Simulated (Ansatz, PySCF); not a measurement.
Molecule: C3H3, charge 1, multiplicity 1. 
Coordinates optimised at B3LYP-D3(BJ)/def2-TZVP (Ansatz, an electronic-structure program):
```xyz
6

C      1.2489     0.1199     0.4370
C      0.0985     0.0095     0.0345
C     -1.1622    -0.1116    -0.4067
H      2.2584     0.2168     0.7903
H     -1.6564     0.7169    -0.9120
H     -1.7133    -1.0404    -0.2672
```
Charge +1, spin multiplicity 1.

Total electronic energies in hartree. Valence correlation only, unless marked. No spin-orbit coupling. No relativistic terms. CBS(X,Y): correlation extrapolated as X^-3; Hartree-Fock from the larger set. The bracket is a focal-point correction in the basis named.

The Hartree-Fock reference is unstable (checked in the largest basis), which strains HF and MP2. 

| level | program | energy (Eh) |
|---|---|---|
| HF/STO-3G | Ansatz | -113.56247 |
| BLYP/def2-TZVPD | Ansatz | -115.69308 |
| revPBE-D4/def2-TZVPD | Ansatz + dftd4 | -115.70909 |
| BP86/def2-TZVPD | PySCF | -115.72365 |
| TPSSh/def2-TZVPD | PySCF | -115.73896 |
| B2GP-PLYP/def2-TZVPD | Ansatz | -115.59512 |
| SCS-MP2/STO-3G | Ansatz | -113.75088 |
| RI-MP2/CBS(cc-pVTZ,cc-pVQZ)+[CCSD(T)-MP2]/cc-pVDZ | Ansatz | -115.5167 |
| CCSD(T)/CBS(cc-pVTZ,cc-pVQZ) | Ansatz | -115.5111 |

Totals of different functionals don't rank their quality; only differences between species are comparable.
